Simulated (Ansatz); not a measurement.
# Relaxing a trial structure of CH5GaSn

The starting geometry of this gas-phase singlet was optimised with GFN2-xTB.

```yaml
atoms:
  - { symbol: C, position_ang: [-0.7301, 0.0766, 1.5198] }
  - { symbol: Ga, position_ang: [0.9043, -0.8389, -1.2846] }
  - { symbol: Sn, position_ang: [-0.0152, 1.3878, -0.1819] }
  - { symbol: H, position_ang: [1.5000, -2.3049, -2.0346] }
  - { symbol: H, position_ang: [-1.4138, 0.6202, 2.1674] }
  - { symbol: H, position_ang: [-1.4156, 0.9536, -1.2320] }
  - { symbol: H, position_ang: [-1.2538, -0.8130, 1.1735] }
  - { symbol: H, position_ang: [0.1062, -0.2485, 2.1382] }
```

**Question.** Predict what it relaxes into with PBE0-D3(BJ)/def2-SVP.

**Answer.** A new bond forms, giving a structure with H6 bridging Ga2 and Sn3, given below by its coordinates. Contacts that close: Ga2–H6 (2.93 → 1.90 Å).

The energy falls by 0.40 eV over 26 steps:

```
step  E − E(last) (eV)
   1             0.399
   4             0.264
   7             0.154
   9             0.015
  12             0.006
  15             0.001
  18             0.000
  20             0.000
  23             0.000
  26             0.000
```

Final geometry (Å):

```yaml
atoms:
  - { symbol: C, position_ang: [-0.7484, 0.0903, 1.5933] }
  - { symbol: Ga, position_ang: [0.9054, -0.7265, -1.2630] }
  - { symbol: Sn, position_ang: [0.1501, 1.3880, -0.0002] }
  - { symbol: H, position_ang: [0.7986, -1.8983, -2.3422] }
  - { symbol: H, position_ang: [-1.6625, 0.6003, 1.9332] }
  - { symbol: H, position_ang: [-0.7099, 0.2670, -1.3877] }
  - { symbol: H, position_ang: [-1.0112, -0.9343, 1.2984] }
  - { symbol: H, position_ang: [-0.0401, 0.0464, 2.4340] }
```

The end wasn't checked by frequencies. Atoms past krypton carry core potentials, without spin–orbit terms. Run with Ansatz 0.2.0, 47 s on 2 threads of Intel(R) Xeon(R) 6975P-C (Granite Rapids), with other jobs on the host.
